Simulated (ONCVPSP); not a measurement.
Logarithmic derivatives: Hg, ONCV

```
Element                 : mercury
Generator               : ONCVPSP 4.0.1
Type                    : optimised norm-conserving Vanderbilt (ONCV)
Functional              : LDA (Perdew-Wang 92)
Relativity              : scalar-relativistic
Frozen core             : [Kr] 4d10 4f14
Valence charge          : 20
Reference configuration : 5s2 5p6 5d10 (charge +2)
Partial waves           : 5s: rc 1.05 bohr, ncon 4, nbas 8, qcut 5 1/bohr, 1 projector; 5p: rc 1.45 bohr, ncon 3, nbas 6, qcut 11 1/bohr, 1 projector; 5d: rc 1.25 bohr, ncon 3, nbas 6, qcut 7.7 1/bohr, 2 projectors, debl 2.9 Ha
Local potential         : polynomial inside 0.95 bohr (lpopt 4, dvloc0 -1 Ha)
Core correction         : Teter function, fcfact 3.75, rcfact 1.2
```

The phase is arctan(r·R′/R) of the radial function R(r), unwrapped; energies in Ha, scanned from -7 to 5 Ha. A pole is an energy at which the radial function vanishes at the test radius. The pseudo phase is shifted by a multiple of π to meet the all-electron one at the reference energy, and phase errors are pseudo minus all-electron; the curves can meet again beyond the range given. Levels narrower than the energy grid can be missing from the lists of poles.

```
channel  radius (bohr)  reference energy (Ha)  poles, all-electron  poles, pseudo  unbroken range about the reference energy with phases within 0.05 rad  phase error 1 Ha above the reference energy (rad)
      s           1.07                  -5.07                -0.75    -2.52, 1.59                                                             below -2.9                                             -0.007
      p           1.47                  -3.16                -2.12    -2.14, 5.00                                                              below 0.1                                             -0.003
      d           1.27                  -1.07                 3.08           3.08                                                        the whole range                                             +0.000
```

Note: ghosts flagged at negative energy: s at -49.8 eV; no localised positive-energy state flagged. A true bound ghost makes a file unfit for plane-wave use.

Phases in the p channel:

```csv
E (Ha),all-electron,pseudo
-6.96,1.242,1.240
-6.32,1.189,1.186
-5.68,1.101,1.096
-5.04,0.920,0.913
-4.40,0.406,0.392
-3.76,-0.757,-0.762
-3.12,-1.309,-1.309
-2.48,-1.506,-1.508
-1.84,-1.611,-1.616
-1.20,-1.687,-1.698
-0.56,-1.755,-1.778
0.08,-1.830,-1.880
0.72,-1.927,-2.047
1.36,-2.075,-2.433
2.00,-2.347,-3.417
2.64,-2.900,-4.171
3.28,-3.640,-4.444
3.92,-4.088,-4.577
4.56,-4.305,-4.663
```
